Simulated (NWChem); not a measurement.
C4H4OS; SMILES C1=CSC=CO1

```xyz
10

C     -0.0316    -1.1685     1.0076
C     -0.0971    -1.3161    -0.3157
S      0.1340     0.0000    -1.4743
C     -0.0971     1.3161    -0.3157
C     -0.0316     1.1685     1.0076
O      0.2017     0.0000     1.6767
H     -0.1891    -2.0013     1.6963
H     -0.3259    -2.2937    -0.7430
H     -0.3259     2.2937    -0.7430
H     -0.1891     2.0013     1.6963
```
Atoms are numbered in this order, from 1.

Level: PBE0/def2-SVP (NWChem), optimised geometry, unscaled harmonic frequencies. 

**Question.** List the harmonic frequencies with IR intensities, and the thermochemistry.

**Answer.** 
```tsv
frequency (cm⁻¹)	IR intensity (km/mol)
84	10.7
411	0.1
417	1.7
480	25.2
609	0.4
716	16.8
725	74.0
727	4.8
769	2.5
896	18.4
925	0.6
926	0.5
981	45.6
1083	39.4
1218	2.4
1254	48.4
1340	41.3
1376	0.1
1699	72.9
1763	34.6
3231	3.9
3235	1.8
3254	1.3
3255	4.1
```

| Item | Value |
|---|---|
| zero-point energy | 44.8 kcal/mol |
| thermal correction to the enthalpy at 298.15 K (with zero-point energy) | 48.7 kcal/mol |
| heat capacity Cv | 19.0 cal/(mol K) |
| entropy at 298.15 K and 1 atm (symmetry number 1) | 74.8 cal/(mol K) |
| dipole moment | 0.86 D |

Rigid rotor and harmonic oscillator; modes under 100 cm⁻¹ make the entropy uncertain.
